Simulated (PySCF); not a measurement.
CH5AlF2O2Si, SMILES [OH][Al]([OH])[CH2][SiH](F)F. Atoms are numbered in the order given.

```xyz
12

Si     1.4990     0.3896     0.1718
F      1.7925     1.5684     1.2373
F      0.4288    -0.6461     1.0132
C      0.3613     0.7750    -1.1911
Al    -1.0706    -0.3968    -0.4545
O     -1.1569    -1.9568    -1.1443
O     -2.3248     0.3954     0.3873
H      2.7323    -0.4024     0.0040
H      0.7230     0.4486    -2.1777
H      0.0659     1.8346    -1.2266
H     -1.8018    -2.6433    -0.9604
H     -3.0924     0.0070     0.8121
```

Coordinates come from a B3LYP-D3(BJ)/def2-SVP optimisation. The structure was generated by enumeration; whether it is a known compound was not checked. The values are those of a single conformer.

These are TDDFT-CAM-B3LYP/def2-SVPD run with PySCF values and carry that method's errors.

Vertical excitations. Isolated molecule, no solvent.

Computed lowest excited states:
| state | energy (eV) | λ (nm) | f | main pairs |
|---|---|---|---|---|
| S1 | 7.26 | 171 | 0.015 | HOMO−1→LUMO 76 % |
| S2 | 7.30 | 170 | 0.105 | HOMO→LUMO+1 50 %, HOMO→LUMO 30 % |
| S3 | 7.54 | 164 | 0.034 | HOMO→LUMO 21 %, HOMO→LUMO+2 19 %, HOMO−2→LUMO 17 %, HOMO→LUMO+1 12 % |
| S4 | 7.59 | 163 | 0.057 | HOMO−2→LUMO 67 % |
| S5 | 7.78 | 159 | 0.197 | HOMO−3→LUMO 58 %, HOMO→LUMO 11 % |
| S6 | 7.90 | 157 | 0.056 | HOMO→LUMO+2 49 %, HOMO→LUMO+1 22 %, HOMO→LUMO 15 % |
| S7 | 8.36 | 148 | 0.037 | HOMO−4→LUMO 46 %, HOMO−2→LUMO+4 15 %, HOMO−5→LUMO 9 % |
| S8 | 8.58 | 144 | 0.047 | HOMO→LUMO+3 67 %, HOMO→LUMO+5 10 % |
| S9 | 8.63 | 144 | 0.010 | HOMO−1→LUMO+1 59 % |
| S10 | 8.78 | 141 | 0.013 | HOMO−2→LUMO+1 56 %, HOMO−1→LUMO+1 9 % |
| T1 | 6.63 | 187 | 0 | HOMO→LUMO+1 73 %, HOMO→LUMO 15 % |
| T2 | 6.93 | 179 | 0 | HOMO−1→LUMO 79 % |
| T3 | 7.18 | 173 | 0 | HOMO−3→LUMO 27 %, HOMO→LUMO 24 %, HOMO−2→LUMO 16 %, HOMO→LUMO+1 6 % |
| T4 | 7.21 | 172 | 0 | HOMO−2→LUMO 65 % |
Triplets are in the Tamm–Dancoff approximation, which puts them higher than full response would, so one can lie above its singlet here.
